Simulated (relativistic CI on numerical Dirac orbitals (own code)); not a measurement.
Electric-dipole transitions in Pd XXXIX

Computed by Dirac-Coulomb-Breit CI, separate exchange-only KLI orbitals for each configuration, a model potential for QED, unscaled Slater integrals (own radial code, finite nucleus).

CI space (outside the closed core 1s2): 2s2 2p4, 2s 2p5, 2p6, 2p5 3s, 2p5 3p, 2p5 3d, 2s2 2p3 3s, 2s2 2p3 3p, 2s2 2p3 3d, 2s 2p4 3s, 2s 2p4 3p, 2s 2p4 3d, 2s2 2p3 4s, 2s2 2p3 4p, 2s2 2p3 4d, 2s2 2p3 4f, 2s 2p4 4s, 2s 2p4 4p, 2s 2p4 4d, 2s 2p4 4f, 2s2 2p2 3s2, 2s2 2p2 3s 3p, 2s2 2p3 5s, 2s2 2p3 5p, 2s2 2p3 5d, 2s2 2p3 5f, 2s2 2p3 5g, 2s2 2p2 3s 3d, 2s2 2p2 3p2, 2s2 2p2 3p 3d, 2s 2p3 3s2, 2s2 2p2 3d2, 2s 2p3 3s 3p, 2s 2p3 3s 3d, 2s 2p3 3p2, 2s 2p4 5s. Levels of other configurations are missing.

```tsv
λ vac (nm)	Lower	Upper	A (s⁻¹)	E lower (eV)	E upper (eV)
0.28367	2s2 2p4 3P_2 [1]	2s2 2p3 4d 3D°_3 [241]	1.06e+14	0.00	4370.64
0.34463	2s2 2p4 3P_2 [1]	2s 2p4 3p 3P°_2 [93]	7.05e+13	0.00	3597.65
0.35368	2s2 2p4 3P_1 [3]	2s2 2p3 3d 3P°_1 [112]	1.43e+14	161.90	3667.44
0.35397	2s2 2p4 3P_2 [1]	2s2 2p3 3d 3D°_2 [66]	9.26e+13	0.00	3502.67
0.35413	2s2 2p4 3P_2 [1]	2s2 2p3 3d 3P°_1 [65]	1.61e+14	0.00	3501.06
0.35437	2s2 2p4 1S_0 [2]	2s2 2p3 3d 3D°_1 [74]	2.23e+14	29.81	3528.54
0.35474	2s2 2p4 1D_2 [4]	2s2 2p3 3d 1F°_3 [114]	2.19e+14	177.10	3672.14
0.35486	2s2 2p4 3P_2 [1]	2s2 2p3 3d 3D°_3 [62]	2.26e+14	0.00	3493.85
0.35504	2s2 2p4 3P_2 [1]	2s2 2p3 3d 3P°_2 [61]	1.34e+14	0.00	3492.11
0.35581	2s 2p5 3P°_1 [7]	2s 2p4 3d 3P_1 [189]	1.97e+14	415.27	3899.79
0.35605	2s 2p5 3P°_1 [7]	2s 2p4 3d 1D_2 [186]	1.49e+14	415.27	3897.49
0.35622	2s 2p5 3P°_2 [6]	2s 2p4 3d 3D_3 [173]	1.48e+14	374.07	3854.67
0.35625	2s 2p5 1P°_1 [9]	2s 2p4 3d 3D_2 [207]	1.83e+14	573.34	4053.57
0.35637	2s 2p5 3P°_2 [6]	2s 2p4 3d 3P_2 [171]	2.03e+14	374.07	3853.20
0.35697	2s2 2p4 3P_2 [1]	2s2 2p3 3d 5D°_3 [53]	4.44e+13	0.00	3473.23
0.35919	2p6 1S_0 [10]	2p5 3d 1P°_1 [226]	2.77e+14	820.42	4272.17
0.35925	2s 2p5 3P°_2 [6]	2s 2p4 3d 5F_3 [163]	8.72e+13	374.07	3825.32
0.36828	2s2 2p4 3P_1 [3]	2s2 2p3 3d 3P°_2 [73]	1.22e+14	161.90	3528.47
0.36982	2s2 2p4 1D_2 [4]	2s2 2p3 3d 3F°_3 [76]	1.64e+14	177.10	3529.66
0.36992	2s2 2p4 3P_0 [5]	2s2 2p3 3d 3D°_1 [126]	3.80e+14	350.06	3701.71
0.37046	2s 2p5 3P°_2 [6]	2s 2p4 3d 3D_3 [137]	1.64e+14	374.07	3720.88
0.37058	2s2 2p4 3P_2 [1]	2s2 2p3 3d 3D°_3 [31]	2.45e+14	0.00	3345.71
0.37082	2s2 2p4 1D_2 [4]	2s2 2p3 3d 3F°_2 [71]	1.56e+14	177.10	3520.65
0.37112	2s2 2p4 3P_1 [3]	2s2 2p3 3d 3D°_2 [66]	1.05e+14	161.90	3502.67
0.37126	2s2 2p4 1D_2 [4]	2s2 2p3 3d 1F°_3 [70]	1.46e+14	177.10	3516.66
0.37137	2s 2p5 1P°_1 [9]	2s 2p4 3d 1D_2 [191]	2.89e+14	573.34	3911.93
0.37183	2s2 2p4 3P_2 [1]	2s2 2p3 3d 3D°_2 [30]	1.11e+14	0.00	3334.43
0.37315	2s 2p5 3P°_1 [7]	2s 2p4 3d 1D_2 [141]	2.48e+14	415.27	3737.92
0.37339	2s2 2p4 1S_0 [2]	2s2 2p3 3d 3D°_1 [33]	1.48e+14	29.81	3350.34
0.37453	2s 2p5 3P°_1 [7]	2s 2p4 3d 3P_1 [139]	1.69e+14	415.27	3725.64
0.37484	2s 2p5 3P°_2 [6]	2s 2p4 3d 3D_2 [121]	1.03e+14	374.07	3681.69
0.37527	2s 2p5 3P°_2 [6]	2s 2p4 3d 3F_3 [119]	9.61e+13	374.07	3677.95
0.37533	2p6 1S_0 [10]	2p5 3d 1P°_1 [218]	3.13e+14	820.42	4123.76
1.1074	2s2 2p3 3p 3D_3 [15]	2s2 2p3 4d 3F°_4 [239]	1.65e+13	3244.71	4364.26
1.1161	2s2 2p3 3p 3P_2 [17]	2s2 2p3 4d 3D°_3 [241]	1.37e+13	3259.79	4370.64
1.1622	2s2 2p3 3d 3D°_2 [23]	2s2 2p3 4f 3F_3 [243]	2.50e+13	3313.83	4380.68
1.1650	2s2 2p3 3d 3F°_3 [24]	2s2 2p3 4f 3G_4 [245]	2.96e+13	3317.53	4381.76
1.1662	2s2 2p3 3d 3G°_4 [59]	2s2 2p3 4f 3H_5 [299]	2.91e+13	3486.42	4549.54
1.1736	2s2 2p3 3d 3F°_4 [27]	2s2 2p3 4f 3G_5 [249]	3.34e+13	3327.55	4383.97
1.1738	2s2 2p3 3d 5D°_4 [54]	2s2 2p3 4f 5F_5 [293]	3.30e+13	3477.97	4534.21
1.1741	2s2 2p3 3d 3F°_4 [63]	2s2 2p3 4f 3G_5 [306]	2.78e+13	3495.78	4551.80
1.1754	2s 2p4 3d 5F_5 [106]	2s 2p4 4f 5G°_6 [361]	3.32e+13	3654.14	4708.99
1.1758	2s2 2p3 3d 3G°_5 [64]	2s2 2p3 4f 3H_6 [305]	3.31e+13	3497.24	4551.70
1.1815	2s2 2p3 3d 3D°_2 [30]	2s2 2p3 4f 3F_3 [248]	2.63e+13	3334.43	4383.78
1.1946	2s2 2p3 3d 3D°_3 [31]	2s2 2p3 4f 3F_4 [247]	3.03e+13	3345.71	4383.60
```

Terms are leading LS components. Brackets give the number of a level in order of energy, since labels repeat. The list gives strong lines, with weight on those to low levels, without lines whose two gauges differ by over a factor of 2.5, among the lowest 400 of 1493 levels, so that lines to higher ones, which can be the strongest, are missing. Levels whose partners in the same complex of configurations lie outside the list can be far off, and so can their lines. Rates are taken at the computed energies, electric ones in the length gauge.

At this charge energies of transitions that change n are usually good to better than 1 %, and those within a shell (Δn = 0) to a few per cent.

LS names give the leading component of a level, which can be under half, so a name can repeat, a term be missing and a line seem to break the LS rules.
